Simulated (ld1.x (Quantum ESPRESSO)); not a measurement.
Reading a pseudo-wave (technetium)

Columns: radius, all-electron u(r) and pseudo u(r) of the 4d shell (level -6.66 eV) of technetium in the configuration [Ar] 3d10 4s2 4p6 4d5 5s2 5p0; PBE, scalar-relativistic, TM scheme, ld1.x (Quantum ESPRESSO) 7.5.

| r (bohr) | all-electron | pseudo |
| --- | --- | --- |
| 0.072 | 0.0796 | -0.0010 |
| 0.145 | 0.2611 | -0.0080 |
| 0.217 | 0.3719 | -0.0259 |
| 0.290 | 0.3719 | -0.0588 |
| 0.362 | 0.2856 | -0.1073 |
| 0.435 | 0.1481 | -0.1721 |
| 0.507 | -0.0074 | -0.2485 |
| 0.580 | -0.1648 | -0.3342 |
| 0.652 | -0.3083 | -0.4214 |
| 0.725 | -0.4358 | -0.5071 |
| 0.798 | -0.5429 | -0.5856 |
| 0.870 | -0.6281 | -0.6524 |
| 0.942 | -0.6940 | -0.7070 |
| 1.015 | -0.7430 | -0.7493 |
| 1.088 | -0.7763 | -0.7790 |
| 1.160 | -0.7960 | -0.7970 |
| 1.232 | -0.8050 | -0.8053 |
| 1.305 | -0.8053 | -0.8053 |
| 1.378 | -0.7983 | -0.7983 |
| 1.450 | -0.7859 | -0.7859 |
| 1.522 | -0.7694 | -0.7694 |
| 1.595 | -0.7495 | -0.7495 |
| 1.668 | -0.7272 | -0.7272 |
| 1.740 | -0.7037 | -0.7037 |
| 1.812 | -0.6792 | -0.6792 |
| 1.885 | -0.6537 | -0.6537 |

Question: How many radial nodes do the two functions have?

Answer: The all-electron 4d function has n − l − 1 = 1; the pseudo-wave has 0, since the states of the same l below it are removed with the core.

Question: At about which radius was the pseudo-wave matched?

Answer: 1.45 bohr. The columns agree to 0.0005 from 1.23 bohr on; several derivatives are matched, so the curves merge somewhat inside the radius.

Question: Where does each function peak?

Answer: Outermost all-electron maximum near 1.30 bohr, pseudo maximum near 1.23 bohr (to the table’s step).

Question: Is the pseudo-wave norm-conserving?

Answer: Yes: the TM scheme keeps the norm inside the radius equal to the all-electron one, which fixes the energy derivative of the logarithmic derivative at the level.
